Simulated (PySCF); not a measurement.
B(OH)2(OSiH3) (BH5O3Si), SMILES B(O)(O)O[SiH3].

The structure is a stationary point at PBE0-D3(BJ)/def2-SVP. The values are those of a single conformer.

Method: TDDFT-PBE/def2-SVPD run with PySCF 2.14.0.

Vertical excitations. Isolated molecule, no solvent. State labels are in the subgroup Cs.

Computed excitation energies, oscillator strengths and character:
```
state  symmetry  energy (eV)  λ (nm)      f          main pairs
-----  --------  -----------  ------  -----  ------------------
S1           A"         6.17     201  0.003     HOMO→LUMO 100 %
S2           A'         6.40     194  0.003   HOMO−1→LUMO 100 %
S3           A"         6.77     183  0.000   HOMO−2→LUMO 100 %
S4           A'         7.21     172  0.013    HOMO−3→LUMO 99 %
S5           A"         7.26     171  0.000    HOMO→LUMO+1 99 %
S6           A'         7.51     165  0.006  HOMO−1→LUMO+1 99 %
S7           A"         7.57     164  0.004    HOMO−4→LUMO 99 %
S8           A"         7.76     160  0.033    HOMO→LUMO+2 97 %
S9           A"         7.77     159  0.000  HOMO−2→LUMO+1 99 %
S10          A'         7.87     158  0.015    HOMO−5→LUMO 98 %
T1           A"         6.08     204      0      HOMO→LUMO 99 %
T2           A'         6.32     196      0    HOMO−1→LUMO 99 %
T3           A"         6.60     188      0    HOMO−2→LUMO 99 %
T4           A"         6.99     177      0    HOMO→LUMO+1 97 %
```
Triplets are in the Tamm–Dancoff approximation, which puts them higher than full response would, so one can lie above its singlet here.
